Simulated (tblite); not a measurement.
C9H8S.
Numbering: `[S:1]=[CH:2]/[CH:3]=[CH:4]/[c:5]1[cH:6][cH:7][cH:8][cH:9][cH:10]1` (hydrogens: H11 on C2; H12 on C3; H13 on C4; H14 on C6; H15 on C7; H16 on C8; H17 on C9; H18 on C10)

Computed geometry: GFN2-xTB, gas phase.

Give the optimised bond lengths and angles.

```
           bond  length (bohr)     order
          S1=C2          3.091    double
          C2–C3          2.675    single
          C3=C4          2.557    double
          C4–C5          2.724    single
  C5–C6, C5–C10          2.647  aromatic
  C6–C7, C9–C10          2.608  aromatic
   C7–C8, C8–C9          2.620  aromatic
         C2–H11          2.054    single
         C3–H12          2.042    single
         C4–H13          2.049    single
C6–H14, C10–H18          2.040    single
 C7–H15, C9–H17          2.041    single
         C8–H16          2.041    single
```

Bonds in one row agree within 0.02 bohr and their mean is given. Orders are formal, as drawn. A selection of angles:
```
    angle  degrees
 S1–C2–C3    123.6
 C2–C3–C4    122.5
 C3–C4–C5    127.1
 C4–C5–C6    123.1
C4–C5–C10    118.7
C6–C5–C10    118.2
 C5–C6–C7    120.6
 C6–C7–C8    120.4
 C7–C8–C9    119.7
```

Dihedral angles: S1–C2–C3–C4 180° (antiperiplanar); C2–C3–C4–C5 180° (antiperiplanar); C3–C4–C5–C6 0° (synperiplanar).

The 10 heavy atoms lie in one plane (0.001 Å rms). The 9 C–C bonds span 1.353 Å (C3=C4, drawn double) to 1.442 Å (C4–C5, drawn single), a spread of 0.089 Å. The 6-membered ring C5–C6–C7–C8–C9–C10 has internal angles of 118.2° to 121.0°; it is planar, 0.00 Å rms from its mean plane, widest ring torsion 0°. Of the pairs four or more bonds apart, H12···H14 is among the closest relative to their van der Waals radii: 2.14 Å, 89 % of the sum of Bondi's values.

Point group: Cs (every atom within 0.08 Å of its image). Its GFN2-xTB frequencies are all real (lowest 35 cm⁻¹). The numbers are those of one conformer.
